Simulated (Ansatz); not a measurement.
Harmonic frequencies (cm⁻¹) at PBE0-D4/def2-TZVP from Ansatz: 75, 80, 92, 122, 142, 212, 372, 399, 527, 556, 744, 774, 808, 856, 896, 910, 1033, 1134, 1156, 1181, 1214, 1302, 1416, 1466, 1480, 1495, 1496, 2153, 2207, 2568, 2985, 3002, 3058, 3084, 3114, 3135.

Each molecule was computed in one conformer, which needn't be the lowest.

Problem. Which molecule is it?
A. `CBO[SiH2]C`
B. `CCBO[SiH3]`
C. `B[SiH2]OCC`
D. `CB[SiH2]OC`

Solution. D.
